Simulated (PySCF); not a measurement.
Species: C₉H₇N.
Numbering: `[N:1]#[C:2][c:3]1[cH:4][cH:5][c:6]2[c:7]([cH:8]1)[CH2:9][CH2:10]2` (hydrogens: H11 on C4; H12 on C5; H13 on C8; H14, H15 on C9; H16, H17 on C10)

All values: PBE0/pcSseg-1 and CAM-B3LYP/def2-SVPD (PySCF, non-relativistic), on one gas-phase PBE0-D3(BJ)/def2-SVP geometry that isn't relaxed in the solvent. The solvent is an IEF-PCM continuum (Bondi radii, 1.10 Å for H, scaled by 1.2). The model holds no explicit solvent molecules, cavitation or dispersion.

Gas phase at PBE0/pcSseg-1: HOMO -7.45 eV, LUMO -1.46 eV, dipole 5.41 D.

**Question.** What does the continuum do to the energy, the frontier levels and the dipole at PBE0/pcSseg-1 in benzene and acetone?

**Answer.** 
| solvent | ε | E(solvent) − E(gas) (kJ/mol) | polarisation term (kJ/mol) | distortion of the solute (kJ/mol) | HOMO (eV) | LUMO (eV) | dipole (D) |
| --- | --- | --- | --- | --- | --- | --- | --- |
| benzene | 2.271 | -13.34 | -14.70 | 1.36 | -7.40 | -1.42 | 6.21 |
| acetone | 20.49 | -27.59 | -33.29 | 5.70 | -7.37 | -1.42 | 7.04 |

Polarisation term: ½ Σ q·V over the induced surface charges. Distortion: the rise of the solute's own energy as its density leaves the gas-phase optimum. From benzene to acetone the lowering changes by a factor 2.07, Onsager's factor (ε − 1)/(2ε + 1) by 2.02 and ε itself by 9.0.

**Question.** Which radius a makes the point-dipole formula ΔE = −[(ε − 1)/(2ε + 1)]·μ²/a³ give the value in acetone, with the gas-phase dipole?

**Answer.** μ = 2.127 au and |ΔE| = 0.01051 Eh give a = 3.09 Å; the farthest nucleus lies 4.43 Å from the centroid of the nuclei, so such a sphere wouldn't even hold the nuclei. The formula assumes a rigid point dipole at the centre of a sphere.

**Question.** Which Hirshfeld charges (PBE0/pcSseg-1) respond most in acetone (means over atoms taken as equivalent)?

**Answer.** 
| atoms | environment | gas (e) | solvent (e) | change |
| --- | --- | --- | --- | --- |
| N1 | nitrile nitrogen | -0.225 | -0.284 | -0.059 |
| C2 | nitrile carbon | +0.072 | +0.083 | +0.011 |
| H12 | aromatic hydrogen | +0.059 | +0.069 | +0.010 |
| C3 | substituted aromatic carbon | +0.005 | -0.005 | -0.010 |
| H13 | aromatic hydrogen | +0.062 | +0.070 | +0.008 |
| H11 | aromatic hydrogen | +0.059 | +0.066 | +0.007 |
| H16/H17 | methylene hydrogen | +0.048 | +0.055 | +0.007 |
| H14/H15 | methylene hydrogen | +0.048 | +0.053 | +0.005 |

**Question.** How do the nuclear quadrupole coupling constants eQVzz/h respond in acetone?

**Answer.** 
| nucleus | Q (barn) | gas (MHz) | solvent (MHz) | η gas | η solvent |
| --- | --- | --- | --- | --- | --- |
| 14N at N1 | 0.02044 | -4.46 | -4.06 | 0.13 | 0.18 |

Gas phase at CAM-B3LYP/def2-SVPD: HOMO -8.60 eV, LUMO -0.41 eV, dipole 5.51 D.

**Question.** What does the continuum do to the energy, the frontier levels and the dipole at CAM-B3LYP/def2-SVPD in benzene and acetone?

**Answer.** 
```csv
solvent,ε,E(solvent) − E(gas) (kJ/mol),polarisation term (kJ/mol),distortion of the solute (kJ/mol),HOMO (eV),LUMO (eV),dipole (D)
benzene,2.271,-13.47,-14.92,1.45,-8.52,-0.36,6.33
acetone,20.49,-27.79,-33.89,6.10,-8.48,-0.35,7.20
```

**Question.** How does the static polarisability (CAM-B3LYP/def2-SVPD, frozen core, with the continuum's full static response) change?

**Answer.** 
```tsv
medium	isotropic (au)	principal values (au)	⟨r²⟩ of the electrons (bohr²)
gas	106.9	63.5, 103.8, 153.3	1506.0
benzene	124.2	72.0, 121.5, 179.1	1506.9
acetone	147.8	87.4, 146.3, 209.6	1507.9
```

The isotropic value in acetone is 1.38 times the gas-phase one; no cavity-field correction is applied. ⟨r²⟩ is taken about the centre of nuclear charge.
